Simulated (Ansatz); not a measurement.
Frontier orbitals of C2H5FSi (`CC[Si]F`).

Cartesian coordinates in Å:
```
C -0.844 0.134 -0.417
C 0.158 -0.414 0.591
Si 1.905 0.309 0.657
F 1.978 1.008 -0.804
H -0.440 0.106 -1.431
H -1.778 -0.434 -0.412
H -1.094 1.175 -0.201
H 0.354 -1.486 0.404
H -0.239 -0.398 1.615
```

The species carries charge 0 and has multiplicity 1. Geometry: relaxed with PBE0-D4/def2-TZVP. It is one conformer, not always the lowest. Basis def2-TZVPP, Ansatz.

```
functional  HOMO (eV)  LUMO (eV)
   r2SCAN0      -6.59      -1.95
```

(1) Give HOMO and LUMO (eV) with LDA (SPW92), PBE, revPBE, BLYP, r2SCAN, B97M-V, PBE0, B3LYP, r2SCANh, HSE06 (plane-wave form), BHLYP, CAM-B3LYP, LC-ωPBE, ωB97X-V, ωB97M-V, HF. (Estimate.)

Results:

(1) Computed: 
```
             functional   HOMO   LUMO
            LDA (SPW92)  -5.44  -3.04
                    PBE  -5.34  -2.86
                 revPBE  -5.30  -2.79
                   BLYP  -5.24  -2.73
                 r2SCAN  -5.55  -2.74
                 B97M-V  -5.62  -2.70
                   PBE0  -6.46  -2.02
                  B3LYP  -6.29  -2.22
                r2SCANh  -5.96  -2.42
HSE06 (plane-wave form)  -6.06  -2.40
                  BHLYP  -7.49  -1.10
              CAM-B3LYP  -7.78  -0.92
                LC-ωPBE  -9.05   0.21
                ωB97X-V  -8.73   0.11
                ωB97M-V  -8.56  -0.01
                     HF  -9.00   1.12
```

B3LYP here is the variant with VWN-RPA as its local correlation; programs differ in this. LC-ωPBE has ω = 0.4 bohr⁻¹.
